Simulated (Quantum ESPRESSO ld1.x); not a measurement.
Values are calculated unless marked as measured or tabulated.
All-electron atom: Pr2+ in [Xe] 4f3. Level of theory: Dirac Kohn-Sham, rPW86 exchange with PBE correlation, spin-unpolarised, spherical densities, point nucleus; open shells fill j = l - 1/2 first (ld1.x of Quantum ESPRESSO 7.5).

Normalised radial functions P(r) = r R(r) (large component), r in bohr:

r	5p3/2
0.00172	0.0013
0.002276	0.0022
0.003011	0.0038
0.003984	0.0063
0.005271	0.0105
0.006974	0.0172
0.009228	0.0278
0.01221	0.0439
0.01615	0.0672
0.02137	0.0988
0.02828	0.1373
0.03742	0.1758
0.04951	0.1995
0.06551	0.1840
0.08668	0.1042
0.1147	-0.0438
0.1517	-0.2118
0.2008	-0.2912
0.2657	-0.1715
0.3515	0.1320
0.4651	0.4068
0.6154	0.3741
0.8142	-0.0308
1.077	-0.5506
1.425	-0.8497
1.886	-0.7910
2.495	-0.5079
3.302	-0.2234
4.369	-0.0627
5.78	-0.0100

5p3/2: eigenvalue -33.204 eV, 3 radial nodes at r = 0.107, 0.315, 0.801 bohr, <r> = 1.78 bohr, 90 % of the charge inside 2.61 bohr.
